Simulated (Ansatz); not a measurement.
Reaction (cleavage of the B–In bond): `[OH][InH][B](Cl)Cl` + silanol → `[SiH3]OB(Cl)Cl` + `[OH][InH2]`

Computed with Ansatz on PBE0-D4/def2-TZVP structures; ΔE is electronic, products minus reactants. CBS: MP2 limit from def2 TZ/QZ plus the TZ coupled-cluster correction, frozen cores. DFT in def2-TZVPP. B3LYP here is the variant with VWN-RPA as its local correlation; programs differ in this. HSE06 is defined as in plane-wave codes. Elements past krypton have def2 core potentials. For In outer-core shells are correlated without core-valence functions, which leaves a few kJ/mol of doubt a bond. Each species was taken in one conformer, which may not be the lowest.

```json
{"level": "LDA (SPW92)", "ΔE (kcal/mol)": "-33.7", "difference from CCSD(T)/CBS": "-1.7"}
{"level": "revPBE-D4", "ΔE (kcal/mol)": "-31.3", "difference from CCSD(T)/CBS": "0.7"}
{"level": "B97M-V", "ΔE (kcal/mol)": "-37.5", "difference from CCSD(T)/CBS": "-5.5"}
{"level": "PBE0-D4", "ΔE (kcal/mol)": "-32.6", "difference from CCSD(T)/CBS": "-0.6"}
{"level": "B3LYP-D4", "ΔE (kcal/mol)": "-34.5", "difference from CCSD(T)/CBS": "-2.5"}
{"level": "r2SCANh-D4", "ΔE (kcal/mol)": "-34.4", "difference from CCSD(T)/CBS": "-2.4"}
{"level": "r2SCAN0-D4", "ΔE (kcal/mol)": "-34.9", "difference from CCSD(T)/CBS": "-2.9"}
{"level": "BHLYP-D4", "ΔE (kcal/mol)": "-36.4", "difference from CCSD(T)/CBS": "-4.4"}
{"level": "CAM-B3LYP-D4", "ΔE (kcal/mol)": "-36.3", "difference from CCSD(T)/CBS": "-4.3"}
{"level": "ωB97X-V", "ΔE (kcal/mol)": "-34.5", "difference from CCSD(T)/CBS": "-2.5"}
{"level": "ωB97M-V", "ΔE (kcal/mol)": "-34.7", "difference from CCSD(T)/CBS": "-2.7"}
{"level": "B2PLYP", "ΔE (kcal/mol)": "-33.7", "difference from CCSD(T)/CBS": "-1.7"}
{"level": "PBE-QIDH", "ΔE (kcal/mol)": "-33.4", "difference from CCSD(T)/CBS": "-1.4"}
{"level": "PBE", "ΔE (kcal/mol)": "-30.3", "difference from CCSD(T)/CBS": "1.7"}
{"level": "revPBE", "ΔE (kcal/mol)": "-29.1", "difference from CCSD(T)/CBS": "2.9"}
{"level": "BLYP", "ΔE (kcal/mol)": "-31.9", "difference from CCSD(T)/CBS": "0.1"}
{"level": "r2SCAN", "ΔE (kcal/mol)": "-33.9", "difference from CCSD(T)/CBS": "-1.9"}
{"level": "PBE0", "ΔE (kcal/mol)": "-32.2", "difference from CCSD(T)/CBS": "-0.2"}
{"level": "B3LYP", "ΔE (kcal/mol)": "-33.7", "difference from CCSD(T)/CBS": "-1.7"}
{"level": "r2SCANh", "ΔE (kcal/mol)": "-34.3", "difference from CCSD(T)/CBS": "-2.3"}
{"level": "r2SCAN0", "ΔE (kcal/mol)": "-34.7", "difference from CCSD(T)/CBS": "-2.7"}
{"level": "HSE06", "ΔE (kcal/mol)": "-32.2", "difference from CCSD(T)/CBS": "-0.2"}
{"level": "BHLYP", "ΔE (kcal/mol)": "-36.3", "difference from CCSD(T)/CBS": "-4.3"}
{"level": "CAM-B3LYP", "ΔE (kcal/mol)": "-36.0", "difference from CCSD(T)/CBS": "-4.0"}
{"level": "LC-ωPBE", "ΔE (kcal/mol)": "-34.1", "difference from CCSD(T)/CBS": "-2.1"}
{"level": "RPA@PBE/def2-TZVPP", "ΔE (kcal/mol)": "-32.1", "difference from CCSD(T)/CBS": "-0.1"}
{"level": "HF/def2-SVP", "ΔE (kcal/mol)": "-43.0", "difference from CCSD(T)/CBS": "-11.0"}
{"level": "MP2/def2-SVP", "ΔE (kcal/mol)": "-40.2", "difference from CCSD(T)/CBS": "-8.2"}
{"level": "CCSD/def2-SVP", "ΔE (kcal/mol)": "-39.6", "difference from CCSD(T)/CBS": "-7.6"}
{"level": "CCSD(T)/def2-SVP", "ΔE (kcal/mol)": "-39.2", "difference from CCSD(T)/CBS": "-7.2"}
{"level": "HF/def2-TZVPP", "ΔE (kcal/mol)": "-39.0", "difference from CCSD(T)/CBS": "-7.0"}
{"level": "MP2/def2-TZVPP", "ΔE (kcal/mol)": "-32.7", "difference from CCSD(T)/CBS": "-0.7"}
{"level": "SCS-MP2/def2-TZVPP", "ΔE (kcal/mol)": "-33.5", "difference from CCSD(T)/CBS": "-1.5"}
{"level": "CCSD/def2-TZVPP", "ΔE (kcal/mol)": "-33.9", "difference from CCSD(T)/CBS": "-1.9"}
{"level": "CCSD(T)/def2-TZVPP", "ΔE (kcal/mol)": "-33.1", "difference from CCSD(T)/CBS": "-1.1"}
{"level": "HF/def2-QZVPP", "ΔE (kcal/mol)": "-39.3", "difference from CCSD(T)/CBS": "-7.3"}
{"level": "MP2/def2-QZVPP", "ΔE (kcal/mol)": "-32.2", "difference from CCSD(T)/CBS": "-0.2"}
{"level": "SCS-MP2/def2-QZVPP", "ΔE (kcal/mol)": "-33.0", "difference from CCSD(T)/CBS": "-1.0"}
{"level": "MP2/CBS(def2)", "ΔE (kcal/mol)": "-31.6", "difference from CCSD(T)/CBS": "0.4"}
{"level": "CCSD/CBS(def2)", "ΔE (kcal/mol)": "-32.8", "difference from CCSD(T)/CBS": "-0.8"}
{"level": "CCSD(T)/CBS", "ΔE (kcal/mol)": "-32.0", "difference from CCSD(T)/CBS": "0"}
```

Largest T1 diagnostic among the species: 0.017.

From PBE to PBE0 (25 % exact exchange), in def2-TZVPP and without D4, ΔE moves by −1.9 kcal/mol. At CCSD(T), def2-SVP lies −7.2 kcal/mol from the extrapolated value and def2-TZVPP −1.1 kcal/mol. Leaving LDA and LC-ωPBE aside and taking each functional with its dispersion term where it has one, the values, not all of them listed here, spread over 6.7 kcal/mol, from B97M-V to PBE-D4. LDA lies −3.5 kcal/mol from PBE without D4.
